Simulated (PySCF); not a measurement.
An unknown is described by computed data only.

Formula: C11H12O2.

| Property | Result |
| --- | --- |
| NMR, other nuclei | isotropic shieldings of nuclei other than C and H, by class: -68 (1 O), 115 (1 O) ppm [GIAO PBE0/pcSseg-1] |
| Triplet | lowest triplet excitation (Tamm–Dancoff): 2.91 eV [TDA CAM-B3LYP/def2-SVPD] |
| Dipole | 2.09 D [CAM-B3LYP/def2-SVPD] |
| 1H NMR | chemical shifts (computed TMS as zero) by class: 7.82 (1 H), 7.74 (2 H), 7.52 (2 H), 7.47 (1 H), 6.52 (1 H), 3.99 (2 H), 1.36 (3 H) ppm [GIAO PBE0/pcSseg-1] |
| 13C NMR | chemical shifts (computed TMS as zero) by class: 170.6 (1 C), 153.4 (1 C), 138.8 (1 C), 136.5 (1 C), 134.6 (2 C), 134.3 (2 C), 121.9 (1 C), 61.2 (1 C), 15.5 (1 C) ppm [GIAO PBE0/pcSseg-1] |
| Polarisability | 149.5 au [CAM-B3LYP/def2-SVPD] |
| UV, first state | lowest singlet excitation: 4.63 eV (268 nm, f = 0.708) [TDDFT CAM-B3LYP/def2-SVPD] |
| Rotational structure | rotational constants A, B, C: 2.846, 0.274, 0.251 GHz [PBE0-D3(BJ)/def2-SVP] |

Gas-phase values; electronic properties from PySCF, density fitting. Levels stand in brackets. NMR shifts are as computed; neighbouring signals can stand in another order in a measured spectrum. Geometry: PBE0-D3(BJ)/def2-SVP, one conformer, isolated molecule. Each NMR value is the plain mean over a class of atoms that symmetry, rotation or inversion makes alike.

Q: Give a SMILES that accounts for the data.

A: Numbering: `[CH3:1][CH2:2][O:3][C:4](=[O:5])/[CH:6]=[CH:7]/[c:8]1[cH:9][cH:10][cH:11][cH:12][cH:13]1`. Its formula, C11H12O2, gives 6 degrees of unsaturation: 1 ring and 5 π bonds in the structure found (Kekulé form). 11 carbons fall into 9 classes; from least to most shielded: ester carbonyl carbon [C4] (170.6 ppm), alkene CH carbon [C7] (153.4 ppm), substituted aromatic carbon [C8] (138.8 ppm), aromatic CH carbon [C11] (136.5 ppm), aromatic CH carbon [C9/C13] (134.6 ppm, 2 C, up to 8.7 ppm apart in this geometry), aromatic CH carbon [C10/C12] (134.3 ppm, 2 C), alkene CH carbon [C6] (121.9 ppm), chain sp3 carbon bound to oxygen [C2] (61.2 ppm), methyl carbon [C1] (15.5 ppm). Hydrogen classes from least to most shielded: 1 H on an alkene CH carbon, C7 (7.82 ppm), 2 H on the ortho carbons, C9/C13 (7.74 ppm, a mean of values up to 0.6 ppm apart in this geometry), 2 H on the meta carbons, C10/C12 (7.52 ppm), 1 H on the para carbon, C11 (7.47 ppm), 1 H on an alkene CH carbon, C6 (6.52 ppm), 2 H on an sp3 carbon bound to oxygen, C2 (3.99 ppm), 3 H on a methyl carbon, C1 (1.36 ppm). The other shieldings belong to: -68 ppm, ester carbonyl oxygen [O5]; 115 ppm, ester single-bonded oxygen [O3]. S1 is mainly HOMO→LUMO (weight 0.95); the largest Löwdin shares of the orbital it empties are 0.19 on an alkene CH carbon, 0.15 on the substituted aromatic carbon, 0.14 on an aromatic CH carbon and 0.12 on an alkene CH carbon, of the orbital it fills 0.18 on an alkene CH carbon, 0.15 on an alkene CH carbon, 0.10 on an aromatic CH carbon and 0.09 on the substituted aromatic carbon. The optimised geometry has point group Cs and is an asymmetric top. Structure: `CCOC(=O)/C=C/c1ccccc1`. Computed isomers that give other values at the same levels: `O=C1CCCc2cccc(CO)c21` (lowest singlet excitation: 3.98 eV (312 nm, f = 0.000)). The assignments are read from this structure; whether some other isomer fits the data as well wasn't checked.

The values belong to the conformer `[CH3:1][CH2:2][O:3][C:4](=[O:5])/[CH:6]=[CH:7]/[c:8]1[cH:9][cH:10][cH:11][cH:12][cH:13]1`: C1–C2–O3–C4 -179°, C2–O3–C4–O5 0°, O3–C4–C6–C7 180°, C6–C7–C8–C9 179°.
